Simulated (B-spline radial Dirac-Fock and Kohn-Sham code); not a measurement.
Sm²⁷⁺: scattering cross sections and density moments

System: Sm²⁷⁺, configuration 1s2 2s2 2p6 3s2 3p6 3d10 4s2 4p5.

Method: Dirac-Fock densities. Computed with a radial finite-basis atomic code.

| Property | Result |
| --- | --- |
| Sum of ⟨r⟩ | 8.776 bohr |
| Sum of ⟨r²⟩ | 3.534 bohr² |
| Sum of ⟨1/r⟩ | 378.64 per bohr |
| Langevin diamagnetic susceptibility | -2.80 × 10⁻⁶ cm³/mol |
| Lamb shielding (α²/3)Σ⟨1/r⟩ | 6721 ppm |

Coherent scattering is the Thomson cross section weighted by f₀², without anomalous dispersion; incoherent scattering is Klein-Nishina weighted by S. The Lamb formula is the non-relativistic shielding expression. Electron correlation is left out. A dash stands where the photon energy is too low for the impulse approximation behind that column.

```
hν (keV)  coherent (b)  incoherent (b)  incoherent per electron (b)
       1         811.0               –                            –
       5         727.4           1.211                       0.0346
  8.0478         623.6           2.577                       0.0736
 17.4793         357.0           6.348                        0.181
      30         190.9           9.459                        0.270
      50         91.97           12.09                        0.345
     200         8.923           12.88                        0.368
    1000        0.4124           7.306                        0.209
```

Incoherent scattering overtakes coherent scattering between 50 and 200 keV.
